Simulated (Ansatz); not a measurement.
Compare A (`N[SiH](F)CO`) with its isomer B (`N[SiH2]OCF`).

Calculated with Ansatz (gas phase, PBE0-D4/def2-TZVP geometries, no zero-point term in ΔE). CBS: MP2 limit from def2 TZ/QZ plus the TZ coupled-cluster correction, frozen cores. DFT in def2-TZVPP. B3LYP here is the variant with VWN-RPA as its local correlation; programs differ in this. One conformer a species, not always the lowest.

A:

```xyz
11

N     1.6241   -0.1905    0.5474
Si    0.2046   -0.9504    0.0259
F     0.3194   -1.6532   -1.4145
C    -1.1144    0.3827   -0.0784
O    -0.5046    1.5579   -0.5995
H     2.4651   -0.6892    0.7820
H     1.8046    0.7537    0.2442
H    -0.1649   -2.0492    0.9490
H    -1.5257    0.5532    0.9269
H    -1.9403    0.0372   -0.7149
H    -1.1678    2.2480   -0.6681
```

B:

```xyz
11

N    -0.188   -1.534    1.575
Si   -0.414   -0.754    0.084
O     0.034    0.849    0.138
C     0.504    1.548   -0.938
F    -0.516    1.806   -1.832
H     0.727   -1.682    1.969
H    -0.899   -1.505    2.286
H     0.451   -1.374   -0.955
H    -1.854   -0.856   -0.239
H     0.887    2.512   -0.595
H     1.269    0.989   -1.492
```

(1) Which is lower in electronic energy at CCSD(T)/CBS, and by how much? (Best estimate.)

(2) Give E(B) − E(A) in kJ/mol with r2SCAN-D4, B3LYP-D4, CCSD(T)/def2-SVP, HF/def2-TZVPP, B2PLYP, PBE-D4, PBE0-D4. (Best estimate.)

(3) Does the order hold for the free energy at 298.15 K (harmonic terms from PBE0-D4)? (An estimate is asked.)

Largest T1 diagnostic: 0.011.

Answers

(1) Ansatz gave: A, by 87.7 kJ/mol.

(2) Computed: r2SCAN-D4 80.0, B3LYP-D4 79.0, CCSD(T)/def2-SVP 63.2, HF/def2-TZVPP 67.0, B2PLYP 79.5, PBE-D4 80.4, PBE0-D4 81.8. None reverses the order clearly.

(3) The calculation gave: Yes: G(B) − G(A) = +83.2 kJ/mol, for one conformer each. Modes under 60 cm⁻¹, often nearly free rotors, make the harmonic entropy too high.

At CCSD(T), def2-SVP lies −24.4 kJ/mol from the extrapolated value and def2-TZVPP −6.3 kJ/mol. Leaving LDA and LC-ωPBE aside and taking each functional with its dispersion term where it has one, the values, not all of them listed here, spread over 5.3 kJ/mol, from CAM-B3LYP-D4 to PBE-QIDH.
